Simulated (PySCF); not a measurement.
Simulation results for CH4B2Cl

Calculation on a computer-drawn molecule: the log of a Hartree-Fock and frozen-core CCSD(T) single point meant for a local Hartree-Fock minimum, with one planted fault or none, to be diagnosed. Offsets are logged minus clean, where the clean run is the same molecule without the fault. The reference is restricted for singlets and unrestricted otherwise, and also for a bond in bohr or an excited solution. Adding or removing an electron swaps singlet and doublet. The excited solution moves the top pair (singlet) or top alpha electron (doublet) to the lowest empty orbital. Highest occupied and lowest empty are orbital energies over both spins, largest force is the largest gradient component, triples share is (T) over the correlation energy, the T1 limit is 0.02 restricted and 0.045 unrestricted, electrons count all cores, a negative frequency is imaginary (commonest isotopes), and the dipole is about the centre of nuclear charge. Program: PySCF 2.14.0.

```xyz
8
formula=CH4B2Cl meant_charge=1 meant_multiplicity=1 meant_basis=cc-pV(D+d)Z logged_electrons=36 logged_basis_functions=85 logged_SCF_converged=yes logged_spin_squared=0 logged_highest_occupied=-17.838 logged_lowest_empty=-4.1 logged_largest_force=0.042506 logged_T1_diagnostic=0.016091 logged_D1_diagnostic=0.046936 logged_triples_share=0.033283 logged_CC_converged=yes logged_dipole_magnitude=1.9085 logged_SCF_stable_within_its_kind=yes logged_energy_HF=-548.79579 logged_energy_CCSD(T)=-549.28117 possible_faults=no_fault,one_electron_removed,one_electron_added,multiplicity_raised_by_two,geometry_at_a_saddle_point,SCF_held_on_an_excited_solution,minimal_basis_STO-3G,one_bond_length_entered_in_bohr,all_coordinates_scaled planted_fault=all_coordinates_scaled,by_+5.5_% HF_energy_offset_from_clean_run=12.52 CCSD(T)_energy_offset_from_clean_run=8.615
B     -3.0148     0.2669    -1.4389
C     -1.3782     0.7706    -1.5250
B     -1.0971     1.9511    -2.5178
Cl    -0.8252     3.2390    -3.6133
H     -3.2292    -0.8956    -1.0254
H     -3.9378     1.0675    -1.7353
H     -0.6452    -0.1019    -1.7162
H     -1.1560     1.1743    -0.4535
```

Units: logged_highest_occupied, logged_lowest_empty in eV; logged_largest_force in hartree/bohr; logged_dipole_magnitude in debye; logged_energy_HF, logged_energy_CCSD(T) in hartree; HF_energy_offset_from_clean_run, CCSD(T)_energy_offset_from_clean_run in kcal/mol.

Drawn bonds:
```
atom  other atom  order
   1           2      1
   2           3      1
   3           4      1
   1           5      1
   1           6      1
   2           7      1
   2           8      1
```
